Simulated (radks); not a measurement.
Problem. All-electron atom: Os XLII in [Ar] 3d10 4s1 4p5 4f1 (not the ground configuration). All-electron calculation, scalar-relativistic Kohn-Sham, SOGGA, spin-unpolarised, spherical densities, point nucleus. Program: a radial shooting solver on a logarithmic mesh with Libxc functionals. Some entries of the table are withheld. Estimate them.

orbital,occ.,eigenvalue (hartree),<r^2> (bohr^2),r(max) (bohr)
1s,2,-2784.822,0.0004334,(1)
2s,2,(2),0.006627,0.06337
2p,6,-481.9858,0.005517,0.05217
3s,2,-177.4500,(3),0.1776
3p,6,-159.4766,0.04238,0.1759
3d,10,-139.9818,0.03467,0.1427
4s,1,-82.38323,0.1679,0.3801
4p,5,-75.68207,0.1790,0.3914
4d,0,-68.03394,0.1782,0.3843
4f,1,-60.61960,(4),0.3199
5s,0,-47.41655,0.4843,0.6792

Solution. 
(1) 1s r(max) (bohr): 0.01103
(2) 2s eigenvalue (hartree): -542.9695
(3) 3s <r^2> (bohr^2): 0.04186
(4) 4f <r^2> (bohr^2): 0.1512
